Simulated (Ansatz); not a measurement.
The pair A = HCl (SMILES Cl) (first 2 atoms), B = ClH3Si (SMILES [SiH3]Cl); geometry from B3LYP-D3(BJ)/def2-TZVP.
(charge 0, multiplicity 1):
```csv
atom,x (Å),y (Å),z (Å)
Cl,-0.3135,-0.4178,0.9692
H,0.5898,-0.1007,1.8322
Si,-0.5310,0.3603,4.7936
Cl,1.4198,0.4967,4.0786
H,-1.0033,-1.0155,4.5609
H,-1.3511,1.3404,4.0609
H,-0.4903,0.6721,6.2343
```

Frozen-core correlation. MP2 and its Hartree–Fock in aug-cc-pV(Q+d)Z are density fitted.

Run with Ansatz (Gaussian orbitals). Values without a source in brackets are computed.

The counterpoise-corrected interaction energy is E(AB) − E(A in the pair's basis) − E(B in the pair's basis). Total energies (hartree):

```json
[
 {"level": "HF/aug-cc-pV(T+d)Z", "AB": "-1210.3710162", "A in the pair's basis": "-460.1083940", "B in the pair's basis": "-750.2631046"},
 {"level": "MP2/aug-cc-pV(T+d)Z", "AB": "-1210.9112760", "A in the pair's basis": "-460.3168871", "B in the pair's basis": "-750.5900482"},
 {"level": "HF/aug-cc-pV(Q+d)Z", "AB": "-1210.3810283", "A in the pair's basis": "-460.1116992", "B in the pair's basis": "-750.2698042"},
 {"level": "MP2/aug-cc-pV(Q+d)Z", "AB": "-1210.9640597", "A in the pair's basis": "-460.3371795", "B in the pair's basis": "-750.6222319"},
 {"level": "MP2/aug-cc-pV(D+d)Z", "AB": "-1210.7580971", "A in the pair's basis": "-460.2579187", "B in the pair's basis": "-750.4967142"},
 {"level": "CCSD(T)/aug-cc-pV(D+d)Z", "AB": "-1210.8247493", "A in the pair's basis": "-460.2804779", "B in the pair's basis": "-750.5415187"}
]
```

### Question
Work out the counterpoise-corrected interaction energy at the basis-set limit: extrapolate the MP2 correlation part as X⁻³, take Hartree–Fock from the larger set, and add the CCSD(T) − MP2 difference of aug-cc-pV(D+d)Z.

### Answer

1. Differences (1 hartree = 627.509 kcal/mol): HF/aug-cc-pV(T+d)Z 0.303; MP2/aug-cc-pV(T+d)Z -2.724; HF/aug-cc-pV(Q+d)Z 0.298; MP2/aug-cc-pV(Q+d)Z -2.917; MP2/aug-cc-pV(D+d)Z -2.174; CCSD(T)/aug-cc-pV(D+d)Z -1.727.
2. Correlation parts, MP2 less HF: -3.026 in aug-cc-pV(T+d)Z (X = 3), -3.215 in aug-cc-pV(Q+d)Z (X = 4).
3. Limit (4³·(-3.215) − 3³·(-3.026))/(4³ − 3³) = -3.353; with HF/aug-cc-pV(Q+d)Z it gives -3.054.
4. CCSD(T) less MP2 in aug-cc-pV(D+d)Z: 0.446.
Result: -2.61 kcal/mol, against -2.72 at MP2/aug-cc-pV(T+d)Z. It is an estimate of this method's limit, not of the exact value.

Ansatz is a first-principles code.
